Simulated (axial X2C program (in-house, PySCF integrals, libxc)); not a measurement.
# Low determinants of HfSe at the PBE0 level, two-component

Calculated with an axial X2C code built on PySCF integrals. Two-component (2c) means X2C with spin–orbit coupling and atomic mean-field two-electron Coulomb and Gaunt terms. Basis: Hf dyall-cv3z [13s14p9d7f4g], Se dyall-cv3z [8s9p6d4f1g] (cores contracted in-house); Gaussian nuclei, density fitting, unrestricted open shells. Masses: Hf 179.947 u, Se 79.917 u.

Search at 2.283 Å (vertical energies from the lowest determinant):

| ΔE (eV) | state | electrons beyond evenly filled partner blocks | electrons in ±ω = 1/2, 3/2, 5/2, 7/2 |
| --- | --- | --- | --- |
| 0.00 | Ω = 0 | none | 64 30 10 2 |
| 0.44 | Ω = 1 | ω = -1/2, ω = 3/2 | 63 31 10 2 |
| 0.76 | Ω = 3 | ω = 1/2, ω = 5/2 | 63 30 11 2 |
| 1.04 | Ω = 2 | ω = 1/2, ω = 3/2 | 63 31 10 2 |
| 1.40 | Ω = 2 | ω = -1/2, ω = 5/2 | 63 30 11 2 |
| 1.54 | Ω = 1 | 2 × ω = 1/2 | 64 30 10 2 |
| 2.36 | Ω = 1 | ω = -3/2, ω = 5/2 | 62 31 11 2 |

Lowest determinant, Ω = 0 (closed shell): Re = 2.279 Å, ωe = 349.8 cm⁻¹.

The determinant in row 2 of the search, Ω = 1 (⟨Sz⟩ = -0.99, ⟨Lz⟩ = 1.99 at PBE0), was followed along the bond at PBE0; measured from the minimum of the lowest determinant it gives:

Te = 0.432 eV (3483 cm⁻¹), Re = 2.312 Å, ωe = 328.7 cm⁻¹.

Question: Compare the bond of the determinant in row 2 with that of the lowest one.

Answer: At PBE0 its Re is 0.033 Å longer and its force constant, which goes as ωe², is 0.88 times that of the lowest determinant. T0 ≈ Te + Δωe/2 = 3483 + (-11) = 3472 cm⁻¹.

The search compares states at one distance, so a state with another bond length can lie lower; it is not exhaustive and yields mostly the lowest determinant of each block pattern, so other components and higher states of one pattern are missing. These are energies of single determinants, not of spin-adapted states; PBE0 term energies can be off by some tenths of an eV, and the functional has no current term. Open-shell Ω = 0 determinants with evenly filled partner blocks cannot be reached by this program, so the Ω shown need not be the lowest component.
